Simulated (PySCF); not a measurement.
C₄H₆OS.

```xyz
12

C      2.2808    -0.5804     0.4976
C      1.0503    -0.2275     0.1297
O      0.1921    -0.9100    -0.6925
C     -0.9014     0.0172    -0.6858
C     -2.1803    -0.5919    -0.1755
S     -0.0043     1.1750     0.4686
H      2.8618     0.0578     1.1623
H      2.7095    -1.5147     0.1317
H     -1.0222     0.4712    -1.6831
H     -2.0337    -1.0138     0.8289
H     -2.5034    -1.3941    -0.8592
H     -2.9756     0.1684    -0.1337
```
Charge 0, spin multiplicity 1.

The structure is a stationary point at B3LYP-D3(BJ)/def2-SVP. The structure was generated by enumeration; whether it is a known compound was not checked.

The numbers are results of PBE0/pcSseg-1 (PySCF), not measurements. Non-relativistic, no solvent.

Computed absolute GIAO shielding of each atom: isotropic value and principal components (ppm):
```
atom  σ(iso)    σ11    σ22    σ33   span
----  ------  -----  -----  -----  -----
C1      98.9   -0.5  140.0  157.1  157.6
C2      20.7  -79.0   50.8   90.3  169.3
O3     120.9   72.2  104.4  186.1  113.9
C4     100.7   64.4  103.0  134.7   70.3
C5     157.5  145.1  147.3  180.1   35.0
S6     270.2    0.0  178.5  632.1  632.1
H7      27.3   24.5   25.8   31.7    7.2
H8      26.5   22.6   25.3   31.5    8.9
H9      25.6   22.2   26.2   28.6    6.3
H10     29.4   25.9   28.7   33.4    7.5
H11     29.4   25.6   26.9   35.7   10.1
H12     29.9   26.5   27.3   35.9    9.4
```
